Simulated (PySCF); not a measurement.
Dipole response of Pb (lead, neutral)

[Xe] 4f14 5d10 6s2 6p2, high-spin 3P determinant. All numbers are calculated (PySCF 2.14, scalar relativity by spin-free X2C-1e, in aug-cc-pwCVTZ-DK3). Coupled (time-dependent) response in atomic units; α is the mean over directions.

```json
{"method": "PBE0", "mean α (bohr³)": "64.71", "α xx, yy, zz": "47.20, 73.46, 73.46", "C₆ (like pair)": "754.6", "S(−4)": "1760"}
```

S(−4) is the Cauchy moment in α(ω) = α(0) + S(−4) ω² + …

Reference α: 47 ± 3 bohr³ (recommended; Schwerdtfeger and Nagle, table of static dipole polarizabilities (2023 update)). Published C₆: 534.0 (Gould and Bucko (2016)).

Spin-orbit coupling is absent.

α(iu) at PBE0:

| u (hartree) | α(iu) (bohr³) |
| --- | --- |
| 0 | 64.71 |
| 0.0500 | 60.70 |
| 0.100 | 51.96 |
| 0.200 | 35.50 |
| 0.300 | 25.09 |
| 0.500 | 14.67 |
| 0.750 | 9.172 |
| 1.00 | 6.521 |
| 1.50 | 3.991 |
| 2.00 | 2.769 |
| 3.00 | 1.584 |
| 5.00 | 0.7177 |

The components differ because the open shell of this determinant is not spherical; for a pure term their mean is the scalar polarisability.

Spin-orbit coupling is strong in this species (close to jj coupling), so the high-spin LS determinant is a model state, not a physical level.
